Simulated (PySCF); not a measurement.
PySCF input file for AlH6NO2Si, SMILES N[SiH2][Al]([OH])[OH], PBE0/pcSseg-1. Coordinates come from a B3LYP-D3(BJ)/def2-SVP optimisation. The structure was generated by enumeration; whether it is a known compound was not checked. Other conformers were not sampled.

```python
import numpy as np
from pyscf import gto, scf, dft
from pyscf.prop.nmr import rks as nmr

mol = gto.M(
    atom='''
    Si   -1.29298809   -0.76320960    0.41623751
    N    -2.34615963    0.62084752    0.24738426
    Al    0.92225084    0.05185453   -0.14409188
    O     2.32795766   -0.71336069    0.44233363
    O     0.94115340    1.42330143   -1.16340541
    H    -1.37896980   -1.25317066    1.82726199
    H    -1.65263925   -1.96142314   -0.42520304
    H    -3.34433490    0.52550554    0.41548239
    H    -2.17759883    1.24737174   -0.53475833
    H     3.25524030   -0.50613440    0.30303114
    H     1.68110357    1.93321770   -1.50306062
    ''',
    basis='pcSseg-1',
    charge=0,
    spin=0,
    max_memory=1600,
    verbose=3,
)
mf = dft.RKS(mol, xc='pbe0')
mf.grids.level = 3
mf.conv_tol = 1e-10
mf.max_cycle = 100
mf.kernel()
n = nmr.NMR(mf)
n.verbose = 2
n.max_cycle_cphf = 60
sigma = n.kernel()
print('atom   isotropic/ppm   span/ppm')
for i, s in enumerate(sigma):
    w = np.linalg.eigvalsh((s + s.T) / 2)
    print(f'{mol.atom_symbol(i):2s}{i + 1:3d} {w.mean():14.3f} {w[2] - w[0]:11.3f}')
```

Program output:

```
converged SCF energy = -740.363931636935
atom   isotropic/ppm   span/ppm
Si  1        419.860     149.646
N   2        269.438      81.496
Al  3        437.706     108.736
O   4        285.829     123.890
O   5        284.682     127.082
H   6         26.630       7.349
H   7         26.536       9.103
H   8         31.564      20.709
H   9         31.291      19.114
H  10         29.275      22.015
H  11         29.348      22.003
```

Self-consistency was reached.

Cost: around 29 core-seconds (rough).
